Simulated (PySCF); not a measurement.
## Telling isomers of C₆H₁₁FO apart by NMR

Computed data (PySCF 2.14): NMR shieldings at PBE0/pcSseg-1/GIAO, GFN2-xTB geometry. Averaged over atoms made equivalent by symmetry, fast rotation or ring inversion, single conformer, relativity neglected, isolated molecule.

Shifts are taken against calculated references (same method and geometry level): 1H, 13C against TMS. Splittings of carbon signals by F and P are missing where no couplings were computed. Where no couplings were computed, multiplicities follow the n + 1 count of equivalent neighbours, and m marks all less simple cases (inequivalent or close neighbours, rings, F or P nearby). Shifts are as computed. Against solution values, carbons near 30 ppm lie about +3 ppm off and those near 130 ppm about +5 ppm. Of 1211 compounds with measured shifts, 218 miss one by over three times the rms of a fit or turn the order of signals round; such compounds aren't used in these exercises.

(1) Tabulate the signals of `CCC(C)(C)C(=O)F`, `C/C=C(/F)COCC` and their relative energies.

(2) What is the quickest way to tell CCC(C)(C)C(=O)F from C/C=C(/F)COCC?

Answers

(1) 
| SMILES | carbon types | δC | δH | E rel. (kcal/mol) |
| --- | --- | --- | --- | --- |
| CCC(C)(C)C(=O)F | 2×C 1×CH2 3×CH3 | 177.5, 45.3, 36.9, 26.6, 12.6 | 1.66 (q, 2H), 1.29 (s, 6H), 1.02 (t, 3H) | 0.0 |
| C/C=C(/F)COCC | 1×C 1×CH 2×CH2 2×CH3 | 167.1, 114.1, 72.8, 67.6, 17.8, 12.2 | 5.66 (m, 1H), 4.53 (m, 2H), 3.61 (q, 2H), 1.91 (d, 3H), 1.31 (t, 3H) | 40.8 |

Energies are electronic energies at PBE0/pcSseg-1 on these geometries, without zero-point or thermal terms, each for the one conformer computed, which needn't be the lowest.

(2) Count the carbon signals: 5 against 6. The first has a quaternary sp3 carbon α to a carbonyl (C) at 45.3 ppm, the second an alkene CH at 114.1 ppm. Their most deshielded carbons lie at 177.5 and 167.1 ppm. In the proton spectra the most deshielded non-exchanging signals are 1.66 (q, 2H) and 5.66 (m, 1H).
